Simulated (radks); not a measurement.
Spherical quantum dot in the effective-mass picture: electrons in a hard-walled sphere of radius 1.55, with a point charge +2 (a donor) at the centre, all in effective atomic units (hartree* = m*/eps^2 hartree, bohr* = eps/m* bohr), one dielectric constant everywhere. Calculated with a radial shooting solver with Libxc functionals: non-relativistic Kohn-Sham, LDA (Slater exchange, Perdew-Wang correlation), spin-polarised, spherical densities. Levels are named by radial order and angular momentum (1s, 1p, 1d, 2s, ...), and open shells are averaged over m. At N = 15 the configuration is 1s2 1p6 1d(up 5, down 2). Does electron 16 go into 2s down or 2s up or 1d down?

Answer. Into 1d down. The total energies of the other choices lie higher by 0.186 hartree* (2s up), 0.255 hartree* (2s down).
